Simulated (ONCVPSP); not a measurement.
# Pseudopotential generation for vanadium: ONCV, PW91, scalar-relativistic.

* Element: V
* Generator: ONCVPSP 4.0.1
* Type: optimised norm-conserving Vanderbilt (ONCV)
* Functional: PW91
* Relativity: scalar-relativistic
* Frozen core: [Ar]
* Valence charge: 5
* Reference configuration: 3d3 4s2
* Partial waves: 4s: rc 2.50 bohr, ncon 3, nbas 7, qcut 2.9 1/bohr, 2 projectors, debl 0.7 Ha; p scattering state at 0.03 Ha: rc 2.45 bohr, ncon 3, nbas 6, qcut 3.2 1/bohr, 1 projector; 3d: rc 1.80 bohr, ncon 4, nbas 8, qcut 7.9 1/bohr, 3 projectors, debl 1.8 Ha
* Local potential: polynomial inside 1.35 bohr (lpopt 3, dvloc0 6 Ha)
* Core correction: Teter function, fcfact 3.25, rcfact 1.35

In the p channel the program set the typed energies aside and used 0.050 Ha.

What the tests gave:

| Property | Result |
| --- | --- |
| Cutoffs needed | 26 Ha and 30 Ha (the cutoffs (Ha) at which the residual kinetic energy of the hardest occupied pseudo-wave falls to 1 and 0.1 mHa per electron) |
| Ghost test | no bound ghost flagged; no localised positive-energy state flagged |
| Configuration tests | 1 of 4 tests not solved or not reliable |
| rms error of d²Exc/dni dnj | 18.20 mHa without and 12.44 mHa with the model core |

Generation and tests took about 4.2 s on one core of a shared server CPU.
